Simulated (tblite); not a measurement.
A geometry optimisation, step by step.

Species: C8H9O (doublet state).
Numbering: `[CH:1]#[C:2][C:3]#[C:4][CH2:5][C@@H:6]([OH:7])[CH2:8][CH2:9]` (hydrogens: H10 on C1; H11, H12 on C5; H13 on C6; H14 on O7; H15, H16 on C8; H17, H18 on C9)
Bond orders are those of one Lewis drawing.

Computed with GFN2-xTB (tblite), gas phase: L-BFGS steps from a force-field or distance-geometry start until the largest atomic force falls under 0.01 eV/Å. 4 of its 83 geometries are shown.

Step 0: E = -694.8321 eV, largest atomic force 2.453 eV/Å
```
atom  x, y, z in Å  |  force x, y, z in eV/Å
C1      2.454    1.521    3.582   -0.267  -0.288  -0.533
C2      2.080    1.007    2.546   -0.181  -0.471  -0.770
C3      1.692    0.377    1.341   -0.041   0.047  -0.195
C4      1.355   -0.139    0.278    0.751   0.719   1.778
C5      0.967   -0.802   -0.957    1.275   0.624  -0.301
C6     -0.185   -0.074   -1.645   -0.228  -0.938   0.372
O7     -0.495   -0.751   -2.830    0.667  -1.572  -0.404
C8     -1.421   -0.154   -0.766   -0.623   1.812   0.185
C9     -2.494    0.587   -1.532   -0.885  -2.273  -0.260
H10     2.748    1.976    4.505   -0.213  -0.324  -0.712
H11     0.728   -1.856   -0.756   -0.116   0.180   0.002
H12     1.800   -0.772   -1.711   -0.214  -0.140   0.780
H13     0.060    0.960   -1.901    0.014  -0.112   0.057
H14    -0.396   -1.724   -2.606   -0.354   1.326  -0.612
H15    -1.205    0.334    0.200   -0.242  -0.270  -0.149
H16    -1.721   -1.196   -0.598    0.063   0.079   0.036
H17    -3.506    0.490   -1.095    0.690   0.581  -0.215
H18    -2.470    0.222   -2.595   -0.096   1.020   0.941
```

Step 27: E = -695.4891 eV, largest atomic force 0.064 eV/Å
```
atom  x, y, z in Å  |  force x, y, z in eV/Å
C1      2.424    1.514    3.551   -0.015   0.010   0.017
C2      2.075    1.010    2.514   -0.014  -0.006  -0.014
C3      1.700    0.420    1.347    0.004   0.012   0.031
C4      1.371   -0.120    0.319    0.001   0.040   0.011
C5      1.027   -0.793   -0.909    0.016  -0.015   0.019
C6     -0.156   -0.152   -1.661   -0.005   0.040  -0.005
O7     -0.322   -0.771   -2.915   -0.024  -0.013   0.015
C8     -1.436   -0.189   -0.811    0.018  -0.005   0.004
C9     -2.602    0.356   -1.526    0.013  -0.015   0.003
H10     2.717    1.955    4.457   -0.011  -0.016  -0.054
H11     0.781   -1.836   -0.683    0.007  -0.061  -0.004
H12     1.895   -0.779   -1.574    0.046  -0.038  -0.023
H13     0.090    0.887   -1.900   -0.007   0.063   0.011
H14    -0.617   -1.679   -2.777   -0.023  -0.012   0.002
H15    -1.257    0.367    0.117   -0.005  -0.027   0.019
H16    -1.625   -1.235   -0.504    0.013   0.029  -0.020
H17    -3.497    0.608   -0.992    0.010   0.000  -0.014
H18    -2.578    0.443   -2.594   -0.025   0.016   0.001
```

Step 55: E = -695.4963 eV, largest atomic force 0.031 eV/Å
```
atom  x, y, z in Å  |  force x, y, z in eV/Å
C1      2.338    1.564    3.512   -0.010  -0.011  -0.015
C2      2.031    1.021    2.481    0.015   0.001   0.008
C3      1.694    0.399    1.321    0.004   0.002   0.000
C4      1.411   -0.168    0.294   -0.026   0.008   0.000
C5      1.050   -0.841   -0.930    0.017  -0.013   0.001
C6     -0.136   -0.160   -1.649    0.021  -0.015  -0.006
O7     -0.333   -0.733   -2.919   -0.007  -0.025  -0.003
C8     -1.406   -0.219   -0.788    0.005   0.014   0.000
C9     -2.562    0.385   -1.472   -0.009   0.012  -0.006
H10     2.604    2.035    4.409   -0.004   0.008   0.000
H11     0.791   -1.882   -0.706   -0.018  -0.009   0.002
H12     1.909   -0.847   -1.608    0.001   0.019  -0.003
H13     0.116    0.888   -1.847    0.015  -0.007  -0.002
H14    -0.711   -1.613   -2.808    0.022   0.021   0.002
H15    -1.214    0.277    0.170   -0.005   0.001   0.014
H16    -1.611   -1.277   -0.540   -0.001  -0.007  -0.008
H17    -3.450    0.637   -0.930   -0.006  -0.006   0.030
H18    -2.531    0.539   -2.531   -0.014   0.010  -0.014
```

Step 82: E = -695.4987 eV, largest atomic force 0.010 eV/Å
```
atom  x, y, z in Å  |  force x, y, z in eV/Å
C1      2.284    1.595    3.484    0.002  -0.001   0.001
C2      2.011    1.018    2.463    0.000   0.003  -0.001
C3      1.693    0.373    1.310   -0.004   0.007  -0.006
C4      1.413   -0.200    0.285    0.000  -0.002   0.002
C5      1.055   -0.869   -0.941    0.002   0.000  -0.001
C6     -0.124   -0.170   -1.654    0.002  -0.002   0.001
O7     -0.328   -0.724   -2.931   -0.005  -0.002   0.003
C8     -1.390   -0.231   -0.786    0.000  -0.002   0.001
C9     -2.545    0.427   -1.421    0.000   0.000  -0.004
H10     2.527    2.097    4.372    0.001  -0.001   0.005
H11     0.784   -1.909   -0.722    0.001   0.002  -0.004
H12     1.916   -0.876   -1.617    0.000   0.003   0.002
H13     0.138    0.877   -1.840    0.004  -0.002   0.000
H14    -0.690   -1.612   -2.831    0.001  -0.002   0.001
H15    -1.176    0.219    0.190    0.002  -0.003   0.002
H16    -1.618   -1.293   -0.582   -0.003  -0.005   0.000
H17    -3.423    0.647   -0.848   -0.002   0.002  -0.004
H18    -2.534    0.635   -2.472   -0.001   0.005   0.003
```

Q: Summarise the path.

A: The energy falls by 64.32 kJ/mol from step 0 to step 82; nine tenths of that is first reached at step 9. It falls at every step. The largest force goes from 2.453 to 0.010 eV/Å. Among the bonds C2–C3 changes most, from 1.414 to 1.359 Å; the atoms move by 0.208 Å rms after alignment.

Q: Follow the three bonds and two angles with the largest change from start to end.

A: 
| step | E above end (kJ/mol) | largest force (eV/Å) | C2–C3 (Å) | C9–H18 (Å) | C8–C9 (Å) | C8–C9–H18 (°) | H17–C9–H18 (°) |
| --- | --- | --- | --- | --- | --- | --- | --- |
| 0 | 64.32 | 2.453 | 1.414 | 1.125 | 1.512 | 107.7 | 111.3 |
| 4 | 19.46 | 0.780 | 1.366 | 1.070 | 1.465 | 113.1 | 117.4 |
| 7 | 10.40 | 0.493 | 1.351 | 1.078 | 1.476 | 115.0 | 119.6 |
| 11 | 4.39 | 0.201 | 1.356 | 1.072 | 1.475 | 117.7 | 119.2 |
| 14 | 2.44 | 0.139 | 1.356 | 1.070 | 1.473 | 119.4 | 118.1 |
| 18 | 1.60 | 0.068 | 1.360 | 1.073 | 1.475 | 120.2 | 119.5 |
| 21 | 1.41 | 0.080 | 1.358 | 1.072 | 1.473 | 120.2 | 119.6 |
| 25 | 1.10 | 0.102 | 1.360 | 1.071 | 1.473 | 119.7 | 119.7 |
| 29 | 0.83 | 0.059 | 1.359 | 1.072 | 1.473 | 119.9 | 119.6 |
| 32 | 0.74 | 0.037 | 1.359 | 1.072 | 1.473 | 120.0 | 119.2 |
| 36 | 0.66 | 0.040 | 1.360 | 1.072 | 1.473 | 120.2 | 119.3 |
| 39 | 0.62 | 0.030 | 1.359 | 1.072 | 1.473 | 120.1 | 119.5 |
| 43 | 0.57 | 0.036 | 1.359 | 1.072 | 1.473 | 120.1 | 119.5 |
| 46 | 0.53 | 0.036 | 1.359 | 1.072 | 1.473 | 120.2 | 119.3 |
| 50 | 0.39 | 0.058 | 1.359 | 1.072 | 1.474 | 120.0 | 119.4 |
| 53 | 0.28 | 0.040 | 1.360 | 1.072 | 1.473 | 119.7 | 119.4 |
| 57 | 0.20 | 0.037 | 1.359 | 1.072 | 1.473 | 119.7 | 119.5 |
| 61 | 0.15 | 0.024 | 1.359 | 1.072 | 1.473 | 119.8 | 119.6 |
| 64 | 0.11 | 0.041 | 1.359 | 1.071 | 1.473 | 120.0 | 119.4 |
| 68 | 0.06 | 0.023 | 1.359 | 1.072 | 1.473 | 120.1 | 119.4 |
| 71 | 0.04 | 0.014 | 1.359 | 1.072 | 1.473 | 120.0 | 119.5 |
| 75 | 0.02 | 0.016 | 1.359 | 1.072 | 1.473 | 120.3 | 119.3 |
| 78 | 0.01 | 0.016 | 1.359 | 1.072 | 1.473 | 120.3 | 119.4 |
| 82 | 0.00 | 0.010 | 1.359 | 1.072 | 1.473 | 120.1 | 119.5 |

The cost below is that of the whole relaxation. The run took 0.47 s wall on an Arm Neoverse V2 with one thread, shared host.
